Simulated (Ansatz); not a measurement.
H4BNSi, SMILES `B[Si]N` (excited triplet) (charge 0, multiplicity 3). This triplet is an excited state, 0.72 eV above the relaxed singlet at the level frozen-core CCSD(T)/cc-pVTZ // PBE0-D3(BJ)/def2-TZVP (Ansatz, a first-principles code).

Calculation: frozen-core CCSDT(Q)/cc-pVDZ // PBE0-D3(BJ)/def2-TZVP (Ansatz).

Ansatz 0.2 input:
```yaml
crystal:
  periodic: [false, false, false]
  atoms:
    - { symbol: B, position_ang: [-1.584336, -0.177118, 0.091961] }
    - { symbol: Si, position_ang: [0.193366, -0.565759, 0.707036] }
    - { symbol: N, position_ang: [1.561278, 0.125599, -0.030065] }
    - { symbol: H, position_ang: [-1.648097, 0.580427, -0.836409] }
    - { symbol: H, position_ang: [-2.530663, -0.67193, 0.618956] }
    - { symbol: H, position_ang: [2.507806, -0.051286, 0.260629] }
    - { symbol: H, position_ang: [1.500647, 0.760065, -0.812109] }
basis:
  gaussian: { orbitals: cc-pVDZ }
correlation:
  method: ccsdt_q
magnetization:
  spin_polarized: true
  initial_magnetization: 2
```

Output:

```
Functional definition: HF
1279 factors; integrals over basis functions are off by at most 2.2e-7 eV
mean field evaluation 1: about -10074.7428 eV, gradient 2.0e1 eV
mean field evaluation 2: about -10074.7456 eV, gradient 2.0e1 eV
mean field evaluation 4: about -10077.1059 eV, gradient 2.6e0 eV
mean field evaluation 8: about -10077.2262 eV, gradient 1.9e-1 eV
mean field evaluation 16: about -10074.7425 eV, gradient 2.0e1 eV
mean field evaluation 32: about -10068.7538 eV, gradient 1.3e1 eV
mean field evaluation 64: about -10074.3354 eV, gradient 4.2e0 eV
mean field -10077.22933119 eV, -370.3313473299 hartree, gradient 1.1e-6 eV, S^2 2.008140; 1 other end points of the search recorded, 0 dependent functions left out
7 core orbitals not correlated
reference -10077.22933119 eV, -370.3313473299 hartree; 9, 7 occupied and 50, 52 virtual orbitals, 1279 factors
second order -8.84084220 eV of doubles, -0.00000000 eV of singles
cycle   1  -9.54115737 eV  change   -7.0e-1 eV  update   9.4e-2
cycle   2  -10.02302136 eV  change   -4.8e-1 eV  update   4.3e-2
cycle   3  -10.27762448 eV  change   -2.5e-1 eV  update   3.0e-2
cycle   4  -10.26569225 eV  change    1.2e-2 eV  update   1.4e-2
cycle   5  -10.26213602 eV  change    3.6e-3 eV  update   9.9e-3
cycle   6  -10.27148376 eV  change   -9.3e-3 eV  update   4.5e-3
cycle   7  -10.27346568 eV  change   -2.0e-3 eV  update   2.3e-3
cycle   8  -10.27275873 eV  change    7.1e-4 eV  update   8.7e-4
cycle   9  -10.27279821 eV  change   -3.9e-5 eV  update   4.0e-4
cycle  10  -10.27284499 eV  change   -4.7e-5 eV  update   1.7e-4
cycle  11  -10.27266061 eV  change    1.8e-4 eV  update   8.3e-5
cycle  12  -10.27271863 eV  change   -5.8e-5 eV  update   4.6e-5
cycle  13  -10.27274138 eV  change   -2.3e-5 eV  update   2.0e-5
cycle  14  -10.27276947 eV  change   -2.8e-5 eV  update   1.1e-5
cycle  15  -10.27277533 eV  change   -5.9e-6 eV  update   5.3e-6
cycle  16  -10.27277408 eV  change    1.3e-6 eV  update   2.7e-6
cycle  17  -10.27277329 eV  change    7.8e-7 eV  update   1.6e-6
perturbative correction -0.02464153 eV, -0.0009055595 hartree
Total energy: -10087.52674601 eV, -370.7097703447 hartree
```
